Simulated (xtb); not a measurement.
xtb input (GFN2-xTB):

```bash
xtb mol.xyz --gfn 2 --ohess tight --chrg 1 --uhf 0
```
mol.xyz:
```
13

Si    -0.12413284    -0.02931920     0.11603387
O     -0.59772737    -1.32795154     1.13251337
N     -1.44954397     1.03624556    -0.16040396
N      1.20123479     0.91329767     0.93859899
N      0.55264184    -0.66413866    -1.44454237
H     -1.30454161    -1.77114722     0.68236594
H     -1.12959700     1.81872889    -0.85646060
H     -2.20443437     0.50701747    -0.74066265
H      1.48552923     1.60284756     0.25622765
H      2.00337621     0.27434020     1.06828885
H      1.34746700    -1.29959483    -1.14924334
H      0.89222492     0.10991373    -1.97275461
H     -0.73647159    -1.13635658     2.10427018
```

End of the output:

```
       9    248.99    -0.51810 ( 99.84%)    -0.58083 (  0.16%)    -0.51820
      10    270.34    -0.47527 ( 99.88%)    -0.55647 (  0.12%)    -0.47536
   ------------------------------------------------------------------------

   temp. (K)  partition function   enthalpy   heat capacity  entropy
                                   cal/mol     cal/K/mol   cal/K/mol   J/K/mol
 298.15  VIB   257.                 4410.250     27.722     25.799
         ROT  0.137E+06              888.752      2.981     26.486
         INT  0.352E+08             5299.003     30.703     52.285
         TR   0.884E+27             1481.254      4.968     39.521
         TOT                        6780.2565    35.6708    91.8061   384.1165

       T/K    H(0)-H(T)+PV         H(T)/Eh          T*S/Eh         G(T)/Eh
   ------------------------------------------------------------------------
    298.15    0.108050E-01    0.110463E+00    0.436200E-01    0.668433E-01
   ------------------------------------------------------------------------

         :::::::::::::::::::::::::::::::::::::::::::::::::::::
         ::                  THERMODYNAMIC                  ::
         :::::::::::::::::::::::::::::::::::::::::::::::::::::
         :: total free energy         -18.225187969981 Eh   ::
         ::.................................................::
         :: total energy              -18.292031301588 Eh   ::
         :: zero point energy           0.099658323213 Eh   ::
         :: G(RRHO) w/o ZPVE           -0.032814991606 Eh   ::
         :: G(RRHO) contrib.            0.066843331607 Eh   ::
         :::::::::::::::::::::::::::::::::::::::::::::::::::::
Note: The following floating-point exceptions are signalling: IEEE_UNDERFLOW_FLAG IEEE_DENORMAL
normal termination of xtb

optimized geometry written to: xtbopt.xyz

           -------------------------------------------------
          | TOTAL ENERGY              -18.292031301588 Eh   |
          | TOTAL ENTHALPY            -18.181567951885 Eh   |
          | TOTAL FREE ENERGY         -18.225187969981 Eh   |
          | GRADIENT NORM               0.000424647081 Eh/α |
          | HOMO-LUMO GAP               6.175026299732 eV   |
           -------------------------------------------------

------------------------------------------------------------------------
------------------------------------------------------------------------
 total:
 SCF:
 ANC optimizer:
 analytical hessian:
```

It need not be the lowest isomer of its formula.
